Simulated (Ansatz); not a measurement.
Computed with Ansatz on PBE0-D4/def2-TZVP structures; ΔE is electronic, products minus reactants. CCSD(T)/CBS is the MP2 limit (def2-TZVPP, def2-QZVPP) plus CCSD(T) − MP2 in def2-TZVPP, frozen cores. DFT in def2-TZVPP. B3LYP here is the variant with VWN-RPA as its local correlation; programs differ in this. Each species was taken in one conformer, which may not be the lowest.

`C=CCOB(O)O` + `CB(C)F` → `C=CCB(C)F` + `COB(O)O`  (formal exchange of groups at a C–C bond)

`C=CCOB(O)O`:

```xyz
14

C    -2.107   -1.867   -0.100
C    -1.259   -0.978   -0.595
C    -0.558    0.051    0.221
O     0.839   -0.021   -0.025
B     1.639    1.071    0.121
O     2.982    0.955   -0.113
O     1.118    2.277    0.494
H    -2.624   -2.576   -0.735
H    -2.320   -1.912    0.964
H    -1.050   -0.955   -1.662
H    -0.925    1.051   -0.034
H    -0.752   -0.112    1.286
H     3.224    0.062   -0.367
H     1.794    2.955    0.545
```

`CB(C)F`:

```xyz
10

C     1.300    0.305    0.409
B     0.135   -0.202   -0.500
C    -1.379   -0.183   -0.111
F     0.456   -0.691   -1.702
H     1.090    0.181    1.474
H     1.409    1.386    0.245
H     2.261   -0.153    0.168
H    -1.605   -1.125    0.407
H    -2.040   -0.133   -0.979
H    -1.629    0.617    0.588
```

`C=CCB(C)F`:

Z-matrix (Å, degrees):
```
C
C 1 1.499
B 1 1.576 2 106.6
H 1 1.092 2 110.2 3 -121.1
H 1 1.096 2 109.8 3 118.9
C 2 1.327 1 125.2 3 105.7
H 2 1.088 1 115.8 3 -71.5
C 3 1.559 1 124.4 2 -101.0
F 3 1.336 1 116.7 2 77.5
H 6 1.086 2 121.6 1 2.7
H 6 1.084 2 121.4 1 -178.0
H 8 1.094 3 111.2 1 40.5
H 8 1.091 3 113.5 1 164.4
H 8 1.098 3 108.7 1 -75.6
```

`COB(O)O`:

```xyz
10

C    -0.132   -0.872   -1.263
O    -0.752   -0.043   -0.302
B    -0.018    0.507    0.704
O    -0.630    1.308    1.629
O     1.323    0.265    0.797
H     0.646   -0.332   -1.809
H     0.319   -1.751   -0.796
H    -0.902   -1.195   -1.964
H    -1.569    1.400    1.455
H     1.716    0.713    1.549
```

| level | ΔE (kcal/mol) |
| --- | --- |
| B3LYP-D4 | 2.7 |
| B3LYP | 3.3 |

**Question.** What does CCSD(T)/CBS give? (An estimate is asked.)

**Answer.** Ansatz gave: +2.8 kcal/mol. The listed levels differ from it by -0.1, 0.5 kcal/mol.

Largest T1 diagnostic among the species: 0.012.
